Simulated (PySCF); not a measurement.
Excitation energy of Tl by level of theory

Tl [Xe] 4f14 5d10 6s2 6p1 (2P) → Tl [Xe] 4f14 5d10 6s1 6p2 (4P), as a difference of total energies. Computed with PySCF 2.14 in ANO-RCC-VTZP (8s7p5d3f2g, 93 functions), with scalar relativity by spin-free X2C-1e. Correlated levels: valence: [Xe] 4f14 5d10 frozen; valence and next inner shell: [Kr] 4d10 4f14 frozen. The calculations carry no spin-orbit coupling.

| method | excitation energy (eV) |
| --- | --- |
| UHF | 4.340 |
| LDA | 6.490 |
| PBE | 6.250 |
| PBE0 | 5.890 |
| r2SCAN | 5.934 |
| MP2 (valence) | 4.872 |
| SCS-MP2 (valence) | 5.070 |
| MP2 (valence and next inner shell) | 6.057 |
| SCS-MP2 (valence and next inner shell) | 6.096 |

Question: How much does correlation contribute at MP2 (valence and next inner shell)?

Answer: 6.057 − (4.340) = 1.717 eV, measured against UHF.

Spin-orbit coupling is strong in these open shells (close to jj coupling). The scalar numbers leave it out and a first-order estimate fails, so it can dominate the gap to the real levels.
